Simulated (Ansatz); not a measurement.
`F[Si](F)(F)CS` + CH₄ → `CC[Si](F)(F)F` + H₂S  (formal exchange of groups at a C–S bond)

Isolated molecules relaxed with PBE0-D4/def2-TZVP in Ansatz; ΔE leaves out vibrations. CCSD(T)/CBS adds triple-zeta CCSD(T) − MP2 to the extrapolated MP2 energy (def2 sets, frozen cores). This one scheme is used for every species. Functionals use def2-TZVPP. One conformer a species, not always the lowest.

`F[Si](F)(F)CS`:

Z-matrix (Å, degrees):
```
Si
F 1 1.574
F 1 1.577 2 107.7
F 1 1.574 2 107.8 3 116.0
C 1 1.843 2 112.1 3 -120.2
S 5 1.810 1 112.1 2 -61.4
H 5 1.093 1 107.5 2 176.7
H 5 1.093 1 107.3 2 60.4
H 6 1.342 5 96.7 1 179.1
```

CH₄:

```xyz
5

C     0.000    0.000    0.000
H    -0.345    0.802    0.652
H     0.416   -0.806    0.604
H     0.767    0.384   -0.672
H    -0.838   -0.379   -0.584
```

`CC[Si](F)(F)F`:

```xyz
11

C     1.159    0.721   -0.422
C     0.298    0.042    0.644
Si   -1.251   -0.689   -0.015
F    -2.170    0.402   -0.695
F    -2.107   -1.380    1.117
F    -0.958   -1.787   -1.114
H     2.066    1.139    0.019
H     0.622    1.537   -0.909
H     1.464    0.016   -1.198
H     0.856   -0.757    1.143
H     0.021    0.753    1.430
```

H₂S:

```xyz
3

S     0.068    0.579    0.210
H    -0.925   -0.074   -0.413
H     0.857   -0.505    0.203
```

```csv
level,ΔE (kJ/mol),difference from CCSD(T)/CBS
PBE-D4,-10.6,3.3
r2SCAN-D4,-11.3,2.6
PBE0-D4,-12.8,1.1
PBE,-11.7,2.2
MP2/def2-TZVPP,-13.4,0.5
SCS-MP2/def2-TZVPP,-13.9,0.0
CCSD/def2-TZVPP,-17.4,-3.5
MP2/def2-QZVPP,-12.3,1.6
MP2/CBS(def2),-11.6,2.3
CCSD/CBS(def2),-15.5,-1.6
CCSD(T)/CBS,-13.9,0
```

Largest T1 diagnostic among the species: 0.011.
